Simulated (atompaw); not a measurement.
**An all-electron radial function and its pseudo partner (Ge (Z = 32))**

Columns: radius, all-electron u(r) and pseudo u(r) of the 3d shell (level -29.31 eV) of germanium in the configuration [Ar] 3d10 4s2 4p2; PBEsol, scalar-relativistic, PAW (atompaw) scheme, atompaw 4.2.0.5.

```csv
r (bohr),all-electron,pseudo
0.098,0.1593,0.0394
0.196,0.5564,0.2611
0.294,0.8978,0.6435
0.392,1.0896,0.9892
0.490,1.1507,1.1421
0.588,1.1264,1.1279
0.687,1.0545,1.0545
0.785,0.9621,0.9621
0.883,0.8633,0.8633
0.981,0.7663,0.7663
1.079,0.6752,0.6752
1.177,0.5920,0.5920
1.275,0.5172,0.5172
1.373,0.4508,0.4508
1.471,0.3923,0.3923
1.569,0.3409,0.3409
1.667,0.2961,0.2961
1.765,0.2569,0.2569
1.863,0.2229,0.2229
1.962,0.1929,0.1929
2.060,0.1672,0.1672
2.158,0.1448,0.1448
2.256,0.1255,0.1255
2.354,0.1086,0.1086
2.452,0.0940,0.0940
2.550,0.0814,0.0814
```

**Question.** How many radial nodes do the two functions have?

**Answer.** The all-electron 3d function has n − l − 1 = 0; the pseudo-wave has 0.

**Question.** At about which radius was the pseudo-wave matched?

**Answer.** 0.65 bohr, where the columns begin to agree (steps of 0.10 bohr).

**Question.** Where does each function peak?

**Answer.** Outermost all-electron maximum near 0.49 bohr, pseudo maximum near 0.49 bohr (to the table’s step).

**Question.** Is the pseudo-wave norm-conserving?

**Answer.** No, it belongs to a PAW set: the norm inside the radius is not constrained, and the difference is carried by the augmentation charge.
